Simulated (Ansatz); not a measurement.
System: sum formula Si2N3H9, charge 0, multiplicity 1. 
Structure (B3LYP-D3(BJ)/def2-TZVP (Ansatz, a program for electronic structure) minimum search):
```xyz
14

N      1.4188    -1.7102     0.0642
Si     1.5191     0.0216     0.0353
Si    -0.7083     0.7627    -0.0630
N     -1.4295     0.0813     1.3525
N     -1.6184     0.1870    -1.4099
H      0.7130    -2.1353     0.6464
H      2.2497    -2.2810     0.0324
H      2.2477     0.6216     1.1977
H      2.2965     0.4166    -1.1682
H     -0.7853     2.2462    -0.1983
H     -0.9419     0.1060     2.2349
H     -2.4282     0.1506     1.4854
H     -1.7241     0.7754    -2.2212
H     -1.5744    -0.7870    -1.6687
```

Dipole moments at this geometry, in debye (magnitudes).

```csv
level,program,dipole (D)
revPBE/def2-TZVPD,Ansatz,1.28
r2SCAN/def2-TZVPD,Ansatz,1.27
BHLYP/def2-TZVPD,Ansatz,1.07
r2SCANh/def2-TZVPD,Ansatz,1.24
LC-wPBE/def2-TZVPD,Ansatz,1.13
CCSD(T)/aug-cc-pV(D+d)Z,Ansatz,1.12
```
